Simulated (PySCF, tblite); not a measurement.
Isomers of C3H7PSi. All values are computed: GFN2-xTB (tblite) harmonic vibrations without scaling, gas phase. The method is semi-empirical: single wavenumbers can be off by several per cent or more. Modes of hydrogen on phosphorus and silicon can be 10 to 20 % off. One conformer each.

Electronic energies: PBE0/pcSseg-1 single points on the GFN2-xTB geometries (PySCF, gas phase).

```json
{"SMILES": "C[SiH2]P1C=C1", "electronic energy, lowest = 0 (kcal/mol)": "33.2"}
{"SMILES": "CC1=C([SiH3])P1", "electronic energy, lowest = 0 (kcal/mol)": "30.0"}
{"SMILES": "C#C[Si@H](C)P", "electronic energy, lowest = 0 (kcal/mol)": "18.5"}
{"SMILES": "C[SiH](C)C#P", "electronic energy, lowest = 0 (kcal/mol)": "0.0"}
```

How do GFN2-xTB zero-point energies change the relative energies?

| SMILES | ZPE (kcal/mol) | of it from modes above 1550 cm⁻¹ | electronic (kcal/mol) | with ZPE, lowest = 0 (kcal/mol) | lowest mode (cm⁻¹) | rings |
| --- | --- | --- | --- | --- | --- | --- |
| C[SiH](C)C#P | 54.9 | 31.4 | 0.0 | 0.0 | 81 | 0 |
| C#C[Si@H](C)P | 50.8 | 30.7 | 18.5 | 14.4 | 75 | 0 |
| CC1=C([SiH3])P1 | 49.9 | 28.1 | 30.0 | 25.1 | 52 | 1 |
| C[SiH2]P1C=C1 | 51.7 | 30.8 | 33.2 | 30.0 | 29 | 1 |

The zero-point energies span 5.0 kcal/mol, from `CC1=C([SiH3])P1` to `C[SiH](C)C#P`. The order is unchanged.

And how do the electronic energies of GFN2-xTB itself compare?

`C[SiH](C)C#P` 0.3; `C#C[Si@H](C)P` 5.7; `CC1=C([SiH3])P1` 0.0; `C[SiH2]P1C=C1` 14.1 kcal/mol, lowest = 0. Against the energies above, taken from the same isomer `C[SiH](C)C#P`, the largest difference is 30.3 kcal/mol.

What do entropy and thermal enthalpy add at 298.15 K and 1 bar (rigid rotor, harmonic oscillator, one conformer each)?

| SMILES | point group | symmetry number | S (cal/(mol K)) | H − H(0) (kcal/mol) | ZPE + H − H(0) − TS (kcal/mol) |
| --- | --- | --- | --- | --- | --- |
| C[SiH](C)C#P | Cs | 1 | 89.7 | 5.80 | 33.9 |
| C#C[Si@H](C)P | C1 | 1 | 91.6 | 6.13 | 29.6 |
| C[SiH2]P1C=C1 | Cs | 1 | 88.9 | 5.70 | 30.9 |

Not tabulated: `CC1=C([SiH3])P1` (point group not settled).
